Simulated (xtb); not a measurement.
C4CoO4 (SMILES [O+]#[C-]->[Co](<-[C-]#[O+])(<-[C-]#[O+])<-[C-]#[O+]), doublet, at a GFN2-xTB geometry (such geometries of metal compounds can be far from the true shape) (the multiplicity is a formal guess), atoms displaced at random by about 0.02 Å a coordinate. Base run: GFN1-xTB in xtb 6.7.1.

The xtb input:
```
$ xtb mol.xyz --gfn 1 --uhf 1 --opt --json

# file mol.xyz
9

Co     0.01160485    -0.00638316    -0.01768193
O      1.35386080     1.25877044    -2.25685506
C      0.87582834     0.77313868    -1.38526632
O     -0.09982037    -1.34216428     2.56920767
C     -0.01794423    -0.78560884     1.61551709
O     -0.40739904    -2.50313254    -1.47367255
C     -0.32551235    -1.50522809    -0.88686034
O     -0.79072870     2.56818506     1.11862777
C     -0.48194548     1.57083554     0.67528811
```

The base run was repeated with changes; each row names its change, and settings that it needs were set with it.

| change | ΔE vs base (kcal/mol) | optimiser steps |
|---|---|---|
| base | 0.000 | 21 |
| alpb = cs2 | -5.87 | 22 |
| alpb = benzene | -5.62 | 25 |
| opt level = crude | 0.017 | 17 |
| opt level = vtight | -0.004 | 31 |
| opt level = loose | 0.009 | 18 |
| opt level = lax | 0.005 | 19 |
| opt level = extreme | -0.004 | 31 |
| opt level = tight | -0.001 | 22 |
| engine = lbfgs | -0.001 | - |
